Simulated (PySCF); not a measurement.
The dipole of `C=C1CCC[C@@H]1F` from its density and from atomic charges.

Coordinates (GFN2-xTB, Å) and charges (e) from the PBE0/pcSseg-1 density (PySCF):

```csv
atom,x,y,z,Mulliken,IAO,Hirshfeld,ESP-fitted
C1,2.045,-0.939,0.000,-0.0304,-0.3246,-0.1104,-0.6359
C2,0.834,-0.412,0.014,-0.4756,-0.0066,-0.0030,+0.1721
C3,-0.474,-1.156,0.004,-0.0979,-0.2759,-0.0703,-0.2053
C4,-1.524,-0.094,0.339,-0.2373,-0.2609,-0.0667,-0.0626
C5,-0.950,1.184,-0.270,-0.2173,-0.2804,-0.0793,-0.1987
C6,0.546,1.072,0.018,+0.2925,+0.1701,+0.0627,+0.3068
F7,1.300,1.744,-0.925,-0.3340,-0.3289,-0.1230,-0.2925
H8,2.196,-2.004,-0.015,+0.1013,+0.1488,+0.0466,+0.2261
H9,2.926,-0.321,-0.014,+0.1090,+0.1548,+0.0451,+0.2257
H10,-0.474,-1.990,0.705,+0.1322,+0.1486,+0.0449,+0.0795
H11,-0.650,-1.559,-0.997,+0.1426,+0.1493,+0.0446,+0.1013
H12,-2.507,-0.337,-0.061,+0.1233,+0.1427,+0.0437,+0.0493
H13,-1.610,0.019,1.421,+0.1225,+0.1328,+0.0383,+0.0465
H14,-1.391,2.091,0.140,+0.1258,+0.1432,+0.0441,+0.0625
H15,-1.089,1.187,-1.353,+0.1314,+0.1466,+0.0420,+0.0965
H16,0.815,1.523,0.984,+0.1119,+0.1405,+0.0408,+0.0286
```

Form Σ q r in debye for every column and set it beside the full dipole.

The full density gives (-1.41, -1.01, 1.08) D, 2.04 D in size; dipole vectors point from the negative to the positive end.

| scheme | μx | μy | μz | size (D) | share of the full size (%) | angle to the full dipole (°) |
| --- | --- | --- | --- | --- | --- | --- |
| Mulliken | -2.24 | -1.63 | 1.68 | 3.24 | 159 | 1 |
| IAO | -1.98 | -1.47 | 1.85 | 3.09 | 151 | 5 |
| Hirshfeld | -0.98 | -0.60 | 0.68 | 1.34 | 65 | 4 |
| ESP-fitted | -1.45 | -1.04 | 1.09 | 2.09 | 103 | 0 |

Which set comes closest?

Length of the difference vector: ESP-fitted 0.05 D, Hirshfeld 0.71 D, IAO 1.07 D, Mulliken 1.20 D. Closest: ESP-fitted. The schemes that divide the density aren't constrained to reproduce the dipole.

What is left for the Hirshfeld atoms' own dipoles?

The shares of the density sum to the whole, so what Σ q r misses lies in dipoles about the nuclei. The atomic dipoles sum to (-1.41, -1.01, 1.08) − (-0.98, -0.60, 0.68) = (-0.43, -0.41, 0.40) D, 0.71 D in size.

With the origin at the mean of the coordinates, (0.000, 0.001, -0.001) Å, which are the largest single terms, by size, of the Mulliken dipole along the direction of the full one?

F7 +3.61, C4 -1.45, C6 -1.26, H12 +1.10, H13 +1.09 D; all 16 atoms together +3.24 D. The single terms depend on the origin, their sum doesn't.

Give the size of the full dipole in other units.

2.04 D = 0.802 au = 0.425 e·Å = 6.80 × 10⁻³⁰ C·m.

Geometry: GFN2-xTB, one conformer, isolated molecule.

These values come from a run that also computed NMR shieldings. Hardware: an Arm Neoverse V2 with one thread, shared host. Cost: 19 s wall, 0.74 GiB resident at most.
